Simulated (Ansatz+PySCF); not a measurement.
A calculation with Ansatz (development build ahead of 0.2.0).

```yaml
crystal:
  periodic: [false, false, false]
  atoms:
    - { symbol: Mn, position_ang: [0.0, 0.0, 0.0] }
    - { symbol: F, position_ang: [0.0, 0.0, 1.90944] }
basis:
  gaussian: { orbitals: def2-SVP }
magnetization:
  initial_magnetization: 6
hamiltonian:
  xc: pbe0
```

The input is written out in the form of the current development build from the run's settings.

Results

```
Converged                                                          : yes
Total energy                                                       : -1250.31736 hartree
Spin squared of the determinant                                    : 12.000
Stability test                                                     : minimum among restricted orbitals
Occupied orbitals by symmetry in an Abelian subgroup (alpha; beta) : 11 A1 1 A2 4 B1 4 B2; 8 A1 3 B1 3 B2
```
